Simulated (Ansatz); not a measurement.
Sn₃F₄⁺. Total charge 1; doublet. Geometry r2SCAN-D4/def2-SVP, basis def2-TZVP, Ansatz.

Cartesian coordinates in Å:
```
Sn -1.1587 -0.8223 1.1292
Sn -0.3112 0.2591 -2.0745
Sn 1.9569 -0.0697 1.2144
F -0.4602 -1.4798 -0.9108
F 0.1209 0.8383 1.7805
F 1.3296 0.5527 -0.7579
F -1.4772 0.7217 -0.3809
```

| run | HOMO (eV) | LUMO (eV) |
| --- | --- | --- |
| A | -9.08 | -7.62 |
| B | -11.22 | -5.45 |
| C | -9.23 | -7.46 |
| D | -8.75 | -7.85 |
| E | -9.60 | -7.10 |

In the def2 sets Sn takes a core potential; there is no spin–orbit coupling. HSE06 is defined as in plane-wave codes, on full-range PBE exchange. Another isomer (doublet) lies 0.12 eV lower at PBE0-D4/def2-TZVP; other spin states weren't run for this one.

HOMO and LUMO are taken over both spins.

Task: The runs used HSE06, PBE, PBE0, r2SCAN, ωB97M-V. Estimate which is which.

Result: A r2SCAN (0 % exact exchange); B ωB97M-V (range-separated); C HSE06 (range-separated); D PBE (0 % exact exchange); E PBE0 (25 % exact exchange). Exact exchange lowers occupied and raises empty levels; among semilocal functionals meta-GGAs tend to open the gap a little, and such runs are hard to tell apart. The gap grows from 0.90 eV (PBE) to 5.78 eV (ωB97M-V).
